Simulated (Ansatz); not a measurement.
A calculation with Ansatz (development build ahead of 0.2.0).

```yaml
crystal:
  periodic: [false, false, false]
  atoms:
    - { symbol: H, position_ang: [0.46885, 0.08437, -0.01967] }
    - { symbol: H, position_ang: [-0.31439, 0.40876, 0.06518] }
    - { symbol: H, position_ang: [-0.31921, -0.44765, 0.09919] }
basis:
  gaussian: { orbitals: cc-pVDZ }
total_charge: 1
hamiltonian:
  xc: hf
correlation:
  method: mp2
  frozen_orbitals: { H: 0 }
```

The input is written out in the form of the current development build from the run's settings.

Results

```json
{"Converged": "yes", "Reference energy": "-1.29160 hartree", "Correlation energy": "-0.02925 hartree", "Total energy": "-1.32085 hartree", "Spin squared of the determinant": "0.000"}
```

Caution: bonds are stretched, where a single reference can fail; stretched shape with no unrestricted run beside it, a lower state can exist.
